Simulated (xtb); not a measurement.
xtb input:

```bash
xtb mol.xyz --gfn 2 --ohess tight --chrg -1 --uhf 0
```
mol.xyz:
```
7

C      1.66761467     0.24455719    -0.29490151
C      0.52276945     0.03129380    -0.10610715
C     -0.88582636    -0.18716717     0.16491633
O     -1.69818704     0.82027049    -0.37480822
H      2.70955012     0.42527503    -0.43433210
H     -1.15006180    -0.23982654     1.26444987
H     -1.25761527    -1.14837624    -0.25442849
```

Predict the final energy.

-12.08996 Eh (GFN2-xTB).

It need not be the lowest isomer of its formula. Whether it binds its extra electron was not tested at this geometry.
